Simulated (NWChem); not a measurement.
Molecule: GaSiH₅; SMILES [SiH3][GaH2]

```xyz
7

Ga     0.0009     0.8269    -0.0018
H     -1.3653     1.6311     0.0123
H      1.3478     1.6624     0.0116
Si     0.0017    -1.6063    -0.0021
H     -0.2839    -2.0946     1.3797
H      1.3067    -2.1883    -0.4232
H     -1.0579    -2.1570    -0.8943
```
Atoms are numbered in this order, from 1.

Results from NWChem. Structure relaxed at the B3LYP/6-31G* (spherical d) level. B3LYP is NWChem's, with the RPA form of VWN correlation. Ions are spin-unrestricted doublets at the neutral geometry; other ion states weren't tried.

For level PBE/def2-SVP:

| Property | Result |
|---|---|
| −ε(HOMO) (eV) | 6.57 |

Estimate the same quantities for level B3LYP/def2-SVP.


| Property | Result |
|---|---|
| −ε(HOMO) (eV) | 7.42 |
